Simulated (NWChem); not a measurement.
# MgH2SeS; SMILES [SH][Mg][SeH]

```xyz
5

Mg     0.0056     0.7170     0.0097
S      0.0266     3.0364     0.0488
H     -0.2349     3.1073    -1.2890
Se     0.0347    -1.7231     0.0045
H     -1.4361    -1.7076     0.2377
```
Atoms are numbered in this order, from 1.

Computed with NWChem. Coordinates come from a PBE-D3(BJ)/def2-SVP optimisation. Ions are spin-unrestricted doublets at the neutral geometry; other ion states weren't tried.

For level Hartree-Fock/def2-TZVP:

* **−ε(HOMO) (eV)**: 9.44

Q: What are these values for level B3LYP/def2-TZVP?

A: 
* **−ε(HOMO) (eV)**: 6.73
